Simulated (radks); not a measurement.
The mean radii <r> (bohr) of the occupied orbitals of an atom or ion are listed with their occupations. Method: non-relativistic Kohn-Sham, Slater X-alpha with alpha = 0.984, spin-polarised, spherical densities, point nucleus; computed with a radial shooting solver on a logarithmic mesh with Libxc functionals.

| orbital | occ. | <r> |
|---|---|---|
| 1s up | 1 | 0.1981 |
| 1s down | 1 | 0.1966 |
| 2s up | 1 | 1.031 |
| 2s down | 1 | 1.100 |
| 2p up | 3 | 1.007 |

Name the element and its charge. Open shells, if any, are filled with parallel spins first.

Answer. Z = 8, oxygen, charge +1: O+ in [He] 2s2 2p3. The 1s radius gives Z: for a bare nucleus <r> = 1.5/Z, 0.1875 bohr for Z = 8, and screening makes it slightly larger (0.1981 here). The occupations add up to 7, and the charge is Z minus that.
